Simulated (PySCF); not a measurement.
CHO, SMILES [C][OH+] (connectivity only; charge and spin as stated), charge +1, multiplicity 1. Coordinates come from a PBE0-D3(BJ)/def2-TZVPD optimisation.

TDDFT-ωB97X/def2-TZVPD run with PySCF puts the lowest singlet excitations at 8.33, 8.33, 10.65, 10.92, 10.92, 12.12 eV.

Question: What are the lowest excitation roots from ADC(3)/aug-cc-pVDZ in PySCF? (Estimate from the structure and the level; the computed values follow.)

Answer: 8.33, 8.33, 10.83, 10.89, 11.01, 13.74 eV. S1 differs by 0.00 eV (second minus first; roots are paired by order, and the bases may differ).
